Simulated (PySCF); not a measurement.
# How methods differ on the excitation energy of N

N [He] 2s2 2p3 (4S) → N [He] 2s1 2p4 (4P), as a difference of total energies. All numbers are calculated (PySCF 2.14, no relativity, point nucleus, in aug-cc-pV5Z (7s6p5d4f3g2h, 127 functions)). Correlated levels: valence: 1s2 frozen. The calculations carry no spin-orbit coupling.

**Question.** Order these methods by the excitation energy they give, lowest first.
A. PBE
B. M06
C. M06-2X
D. SCS-MP2 (valence)

**Answer.** A (10.369 eV), B (10.770 eV), D (11.064 eV), C (11.223 eV).

Errors of the correlated levels include the incompleteness of this basis and the frozen core.

For comparison: 10.927 eV (measured; NIST levels, between the centres of gravity of the two terms).
